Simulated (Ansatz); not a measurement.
Reaction (formal exchange of groups at a B–C bond): `BC(F)[SiH2][SiH3]` + `CC(C)(C)C` → `BC(C)(C)C` + `CC(F)[SiH2][SiH3]`

Isolated molecules relaxed with PBE0-D4/def2-TZVP in Ansatz; ΔE leaves out vibrations. CCSD(T)/CBS adds triple-zeta CCSD(T) − MP2 to the extrapolated MP2 energy (def2 sets, frozen cores). Functionals use def2-TZVPP. B3LYP here is the variant with VWN-RPA as its local correlation; programs differ in this. Each species was taken in one conformer, which may not be the lowest.

`BC(F)[SiH2][SiH3]`:

Cartesian coordinates in Å:
```
B 0.853 -0.892 1.595
C -0.470 -0.172 1.431
F -1.585 -0.697 2.064
Si -0.588 -0.532 -0.495
Si 0.213 1.281 -1.733
H 1.819 -0.367 1.120
H 0.917 -1.987 2.065
H -0.488 0.918 1.519
H -2.022 -0.820 -0.749
H 0.198 -1.757 -0.825
H -0.555 2.504 -1.379
H 0.061 1.016 -3.188
H 1.649 1.506 -1.424
```

`CC(C)(C)C`:

Cartesian coordinates in Å:
```
C 0.461 -0.198 -1.441
C 0.000 0.000 0.000
C -0.660 -1.281 0.503
C -1.004 1.148 0.060
C 1.203 0.331 0.878
H 1.182 -1.017 -1.514
H -0.383 -0.435 -2.095
H 0.940 0.706 -1.828
H -1.002 -1.167 1.536
H 0.039 -2.121 0.472
H -1.527 -1.542 -0.110
H -1.352 1.312 1.084
H -1.879 0.937 -0.561
H -0.557 2.080 -0.297
H 0.901 0.478 1.919
H 1.697 1.246 0.540
H 1.941 -0.476 0.854
```

`BC(C)(C)C`:

```xyz
16

B     0.658    1.414    0.505
C    -0.047    0.090    0.095
C     0.993   -0.376   -0.957
C    -1.398    0.270   -0.589
C    -0.138   -0.955    1.201
H     0.458    2.424   -0.111
H     1.492    1.416    1.366
H     0.661   -1.334   -1.372
H     1.984   -0.534   -0.521
H     1.087    0.327   -1.789
H    -1.753   -0.678   -1.010
H    -2.156    0.618    0.119
H    -1.342    1.000   -1.400
H    -0.848   -0.651    1.975
H    -0.479   -1.918    0.803
H     0.830   -1.112    1.683
```

`CC(F)[SiH2][SiH3]`:

```xyz
14

C    -1.997    0.709    0.921
C    -0.621    0.092    0.850
F    -0.728   -1.285    1.093
Si    0.265    0.324   -0.824
Si    2.220   -0.958   -0.894
H    -1.930    1.791    0.784
H    -2.649    0.305    0.144
H    -2.455    0.515    1.895
H     0.011    0.498    1.649
H     0.587    1.772   -0.975
H    -0.665   -0.065   -1.921
H     3.071   -0.640    0.285
H     1.898   -2.409   -0.879
H     2.991   -0.650   -2.129
```

Task: Is it downhill or uphill in electronic energy at CCSD(T)/CBS, and by how much? (An estimate is asked.)

Result: The calculation gave: Uphill: ΔE = +21.8 kJ/mol.

Task: What do these levels give: r2SCAN-D4, B3LYP-D4, ωB97X-V, PBE0, B3LYP, MP2/def2-TZVPP, SCS-MP2/def2-TZVPP, CCSD/def2-TZVPP, CCSD(T)/def2-TZVPP, HF/def2-QZVPP, HF/CBS(def2), CCSD/CBS(def2)? (An estimate is asked.)

Result: The calculation gave: r2SCAN-D4 27.6, B3LYP-D4 22.1, ωB97X-V 20.5, PBE0 24.8, B3LYP 19.8, MP2/def2-TZVPP 22.6, SCS-MP2/def2-TZVPP 18.9, CCSD/def2-TZVPP 19.6, CCSD(T)/def2-TZVPP 22.1, HF/def2-QZVPP 7.5, HF/CBS(def2) 7.5, CCSD/CBS(def2) 19.3 kJ/mol.

Largest T1 diagnostic among the species: 0.014.

In def2-TZVPP, CCSD(T) changes the Hartree–Fock value by +14.4 kJ/mol (the triples alone add +2.5 kJ/mol) and MP2 by +14.9 kJ/mol.
